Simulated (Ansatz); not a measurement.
Reaction (formal exchange of groups at a Ge–S bond): `[SiH3][SiH2][S][GeH3]` + `[Cl][InH2]` → `[Cl][InH][GeH3]` + `[SiH3][SiH2]S`

Isolated molecules relaxed with PBE0-D4/def2-TZVP in Ansatz; ΔE leaves out vibrations. CBS: MP2 limit from def2 TZ/QZ plus the TZ coupled-cluster correction, frozen cores. DFT in def2-TZVPP. B3LYP here is the variant with VWN-RPA as its local correlation; programs differ in this. def2 core potentials past Kr. For Ge, In outer-core shells are correlated without core-valence functions, which leaves a few kJ/mol of doubt a bond. Scalar relativity is left out up to krypton. One conformer a species, not always the lowest.

| level | ΔE (kJ/mol) |
| --- | --- |
| PBE-D4 | -7.8 |
| PBE0-D4 | -5.3 |
| B3LYP-D4 | -6.3 |
| ωB97M-V | -3.7 |
| PBE | -13.1 |
| r2SCAN | -6.6 |
| SCS-MP2/def2-TZVPP | -2.2 |
| MP2/def2-QZVPP | -4.4 |

What does CCSD(T)/CBS give? (An estimate is asked.)

The calculation gave: -7.4 kJ/mol. The listed levels differ from it by -0.4, 2.1, 1.1, 3.7, -5.7, 0.8, 5.2, 3.0 kJ/mol.

Largest T1 diagnostic among the species: 0.014.

The D4 term adds +8.7 kJ/mol with B3LYP and +4.8 kJ/mol with PBE0; it sums over pairs of atoms, weighted by their polarisabilities, and B3LYP, whose exchange is more repulsive, gets the larger term. From PBE to PBE0 (25 % exact exchange), in def2-TZVPP and without D4, ΔE moves by +3.0 kJ/mol.
